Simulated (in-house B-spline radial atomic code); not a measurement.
Ionisation energies along the 29-electron series, configuration [Ar] 3d10 4s1, as differences of self-consistent energies. Dirac energy differences include first-order Breit, QED and recoil terms. NIST's values go from ground level to ground level; the uncertainty of those that are theory runs from under 0.1 % in few-electron ions to several per cent in heavy many-electron ones. Computed with a radial B-spline atomic code at the basis-set limit: Dirac-Hartree-Fock, average of the configuration, finite nuclei.

| ion | configuration after | ionisation energy (eV) | IE/(q+1)² (eV) | -ε less Coulomb ΔSCF (eV) | Breit and QED recoil part (eV) | tabulated value (eV) | computed minus tabulated (eV) |
| --- | --- | --- | --- | --- | --- | --- | --- |
| Kr7+ | [Ar] 3d10 | 124.6 | 1.9473 | 0.1157 | -0.072973 | 125.802 | -1.2 |
| Rb8+ | [Ar] 3d10 | 149.4 | 1.8447 | 0.11901 | -0.089225 | 150.628 | -1.2 |
| Sr9+ | [Ar] 3d10 | 176.1 | 1.7609 | 0.12224 | -0.10747 | 177.3 | -1.2 |
| Zr11+ | [Ar] 3d10 | 235.0 | 1.632 | 0.12842 | -0.15049 | 236.252 | -1.2 |
| Nb12+ | [Ar] 3d10 | 267.2 | 1.5813 | 0.13136 | -0.17546 | 268.59 | -1.3 |
| Mo13+ | [Ar] 3d10 | 301.3 | 1.5374 | 0.1342 | -0.20287 | 302.6 | -1.3 |
| Tc14+ | [Ar] 3d10 | 337.3 | 1.499 | 0.13696 | -0.23297 | 338.55 | -1.3 |
| Ru15+ | [Ar] 3d10 | 375.1 | 1.4651 | 0.13964 | -0.2657 | 376.25 | -1.2 |
| Rh16+ | [Ar] 3d10 | 414.7 | 1.435 | 0.14225 | -0.30135 | 415.97 | -1.3 |
| Pd17+ | [Ar] 3d10 | 456.2 | 1.4081 | 0.1448 | -0.33996 | 457.5 | -1.3 |
| Ag18+ | [Ar] 3d10 | 499.6 | 1.3839 | 0.14729 | -0.38172 | 500.87 | -1.3 |
| Cd19+ | [Ar] 3d10 | 544.8 | 1.3621 | 0.14973 | -0.42662 | 546.19 | -1.3 |
| In20+ | [Ar] 3d10 | 592.0 | 1.3423 | 0.15213 | -0.47503 | 593.38 | -1.4 |
| Sn21+ | [Ar] 3d10 | 641.0 | 1.3243 | 0.1545 | -0.5269 | 642.35 | -1.4 |
| Sb22+ | [Ar] 3d10 | 691.9 | 1.3079 | 0.15683 | -0.58254 | 693.26 | -1.4 |
| Te23+ | [Ar] 3d10 | 744.7 | 1.2929 | 0.15914 | -0.64185 | 746.12 | -1.4 |
| I24+ | [Ar] 3d10 | 799.4 | 1.279 | 0.16143 | -0.7054 | 800.8 | -1.4 |
| Xe25+ | [Ar] 3d10 | 856.0 | 1.2663 | 0.16371 | -0.77292 | 857 | -1.0 |

(1) How far is this level of theory from the measured and semi-empirical values?

Answers

(1) Over those 18 rows the differences run from -1.44 to -0.961 eV (mean absolute value 1.3 eV). The calculation leaves out correlation and, in open shells, the multiplet splittings that an average leaves out.
